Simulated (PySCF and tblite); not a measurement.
Values are calculated unless marked as measured or tabulated.
System: fluorodimethoxyborane, C2H6BFO2, numbered as in [CH3:1][O:2][B:3]([F:4])[O:5][CH3:6].

Two runs for the rotation about the B3–O5 bond (torsion O2–B3–O5–C6 from 180° to 360°, rising) on the same GFN2-xTB geometries. The first, PBE0/pcSseg-1 + D3(BJ), gave a barrier of 7.6 kcal/mol. The second was started with:

```json
{"job": {"kind": "nmr", "xc": "PBE0", "basis": "pcSseg-1", "scf": {"max_cycle": 2}, "pop": false}, "charge": 0, "multiplicity": 1}
```

```
final grid: 99880 points
cycle   1  E = -354.5706808209  dE =  7.357e-01  |g| = 8.406e-01  |ddm| = 2.815e+00
cycle   2  E = -354.4695247593  dE =  1.012e-01  |g| = 1.150e+00  |ddm| = 1.074e+00
SCF not converged, last energy = -354.4695247593
```

What is wrong with the second run, and what did it give?

Its fault: too few SCF cycles. The SCF did not converge, so its numbers are no result; the barrier from its energies is 10.4 kcal/mol, off by 2.8.
